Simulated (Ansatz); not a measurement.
Job for Ansatz (an electronic-structure program): U-CCSD(T)/def2-QZVPP on BeN+, 2S+1 = 3, a spin state set in the input, which need not be the lowest, a point of a bond scan (R = 1.589 Å). Charge +1. Files ending in .json are basis or fitting sets from the Basis Set Exchange.

Ansatz 0.2 input:
```yaml
crystal:
  periodic: [false, false, false]
  atoms:
    - {symbol: Be, position_ang: [0.00000000, 0.00000000, 0.00000000]}
    - {symbol: N, position_ang: [0.00000000, 0.00000000, 1.58947300]}
basis:
  gaussian:
    orbitals: def2-QZVPP.json
    pivot_positions_ang: [[0.00000000, 0.00000000, 0.00000000], [0.00000000, 0.00000000, 1.58947300]]
total_charge: 1
magnetization: {spin_polarized: true, initial_magnetization: 2}
correlation: {method: ccsd_t, electrons: valence}
output: {orbitals: {seedname: ./end}}
```

It printed:

```
WARN ansatz: RAYON_NUM_THREADS=2 ignored (pool sized by the plan → 2); use --threads N
Functional definition: HF
integrals: 0.14 GiB planned
634 factors; integrals over basis functions are off by at most 3.8e-4 eV
mean field: 0.16 GiB planned
mean field evaluation 1: about -1866.0438 eV, gradient 2.7e1 eV
mean field evaluation 2: about -1866.0439 eV, gradient 2.7e1 eV
mean field evaluation 4: about -1869.2794 eV, gradient 1.3e0 eV
mean field evaluation 8: about -1869.2999 eV, gradient 6.5e-2 eV
mean field evaluation 16: about -1868.6546 eV, gradient 1.2e1 eV
mean field evaluation 32: about -1869.0884 eV, gradient 2.0e0 eV
mean field evaluation 64: about -1867.9904 eV, gradient 1.4e-2 eV
mean field evaluation 96: about -1867.9910 eV, gradient 3.3e-2 eV
mean field evaluation 128: about -1869.1993 eV, gradient 4.0e-1 eV
mean field evaluation 160: about -1866.0188 eV, gradient 2.3e-1 eV
mean field evaluation 192: about -1869.3003 eV, gradient 3.0e-3 eV
mean field evaluation 224: about -1867.9903 eV, gradient 3.4e-2 eV
mean field evaluation 256: about -1866.1134 eV, gradient 2.8e-2 eV
mean field evaluation 288: about -1864.7279 eV, gradient 5.8e-4 eV
mean field evaluation 320: about -1869.1638 eV, gradient 3.1e-1 eV
mean field evaluation 352: about -1865.8348 eV, gradient 4.9e0 eV
mean field evaluation 384: about -1866.1133 eV, gradient 5.2e-3 eV
mean field evaluation 416: about -1866.1133 eV, gradient 3.1e-4 eV
mean field -1869.30034330 eV, -68.6955205589 hartree, gradient 2.0e-6 eV, S^2 2.029734; 13 other end points of the search recorded, 0 dependent functions left out
determinant -1869.30034330 eV, -68.6955205589 hartree, with singles and doubles -1875.08369434 eV, -68.9080547895 hartree
determinant -1867.99039102 eV, -68.6473807007 hartree, with singles and doubles -1873.77682789 eV, -68.8600283335 hartree
determinant -1866.87865797 eV, -68.6065252646 hartree, with singles and doubles -1871.81916831 eV, -68.7880856709 hartree
determinant -1866.11331626 eV, -68.5783994757 hartree, with singles and doubles -1871.27096459 eV, -68.7679395556 hartree
determinant -1866.01705669 eV, -68.5748620016 hartree, with singles and doubles -1871.83709315 eV, -68.7887443965 hartree
determinant -1869.30034330 eV, -68.6955205589 hartree, with singles and doubles -1875.00075410 eV, -68.9050067919 hartree
determinant -1867.99039102 eV, -68.6473807007 hartree, with singles and doubles -1873.72489125 eV, -68.8581196969 hartree
determinant -1866.87865797 eV, -68.6065252646 hartree, with singles and doubles -1871.74382353 eV, -68.7853168013 hartree
determinant -1866.11331626 eV, -68.5783994757 hartree, with singles and doubles -1871.18404157 eV, -68.7647451937 hartree
determinant -1866.01705669 eV, -68.5748620016 hartree, with singles and doubles -1871.84855878 eV, -68.7891657506 hartree
1 core orbitals not correlated
reference -1869.30034330 eV, -68.6955205589 hartree; 5, 3 occupied and 87, 89 virtual orbitals, 634 factors
second order -5.14867873 eV of doubles, -0.00000000 eV of singles
coupled cluster: 0.41 GiB planned
cycle   1  -5.70140089 eV  change   -9.9e-4 eV  update   2.2e-3
cycle   2  -5.70179080 eV  change   -3.9e-4 eV  update   1.7e-3
cycle   3  -5.70189329 eV  change   -1.0e-4 eV  update   1.2e-3
cycle   4  -5.70256377 eV  change   -6.7e-4 eV  update   3.7e-4
cycle   5  -5.70281250 eV  change   -2.5e-4 eV  update   1.8e-4
cycle   6  -5.70298486 eV  change   -1.7e-4 eV  update   1.2e-4
cycle   7  -5.70295353 eV  change    3.1e-5 eV  update   7.1e-5
cycle   8  -5.70289086 eV  change    6.3e-5 eV  update   2.7e-5
cycle   9  -5.70289333 eV  change   -2.5e-6 eV  update   1.1e-5
cycle  10  -5.70290263 eV  change   -9.3e-6 eV  update   4.0e-6
perturbative correction -0.19026646 eV, -0.0069921635 hartree
Total energy: -1875.19351239 eV, -68.9120905284 hartree
```

The run converged.

Cost: around 50 core-seconds (rough).
